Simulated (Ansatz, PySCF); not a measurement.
Reaction (SMILES): C#CO → [C]#CO + H atom (the C-H bond at the site shown breaks; other sites are not compared here)
Each molecule is optimised on its own at B3LYP-D3(BJ)/def2-TZVP (Ansatz, a program for electronic structure).
Geometry of the first species:
```xyz
5

C      1.3080    -0.1153    -0.1364
C      0.1216    -0.0059    -0.0156
O     -1.1689     0.1846     0.0722
H      2.3584    -0.2191    -0.2392
H     -1.5848    -0.5301     0.5735
```
Charge 0, spin multiplicity 1.

Wanted: bond dissociation energy (electronic energy difference), in kcal/mol. Valence correlation only, unless marked. UHF or UKS for open shells. No spin-orbit coupling. No relativistic terms. CBS(X,Y): correlation extrapolated as X^-3; Hartree-Fock from the larger set.

```
level                                program  bond dissociation energy (kcal/mol)
----------------------------  --------------  -----------------------------------
HF-D3(BJ)/def2-TZVPD           PySCF + dftd3                                107.6
BP86/def2-TZVPD                        PySCF                           (withheld)
M06-L-D4/def2-TZVPD            PySCF + dftd4                                126.6
B97M-V/def2-TZVPD                     Ansatz                           (withheld)
PBE0-D3(BJ)/def2-TZVPD        Ansatz + dftd3                                129.3
PBE0-D4/def2-TZVPD            Ansatz + dftd4                                129.3
TPSSh-D3(BJ)/def2-TZVPD        PySCF + dftd3                                129.1
r2SCAN0-D4/def2-TZVPD         Ansatz + dftd4                           (withheld)
LC-wPBE/def2-TZVPD                    Ansatz                           (withheld)
B2GP-PLYP-D4/def2-TZVPD       Ansatz + dftd4                                132.3
RPA@PBE/cc-pVTZ                       Ansatz                                123.5
SCS-MP2/aug-cc-pVDZ                   Ansatz                                129.6
SCS-MP2/cc-pVTZ                       Ansatz                                136.3
SCS-MP2/cc-pVQZ                       Ansatz                                138.0
CCSD(T)/CBS(cc-pVTZ,cc-pVQZ)          Ansatz                                133.9
```

### Question
Some entries are withheld; supply them.

### Answer

- BP86/def2-TZVPD, bond dissociation energy (kcal/mol): 129.8
- B97M-V/def2-TZVPD, bond dissociation energy (kcal/mol): 126.1
- r2SCAN0-D4/def2-TZVPD, bond dissociation energy (kcal/mol): 128.7
- LC-wPBE/def2-TZVPD, bond dissociation energy (kcal/mol): 130.2
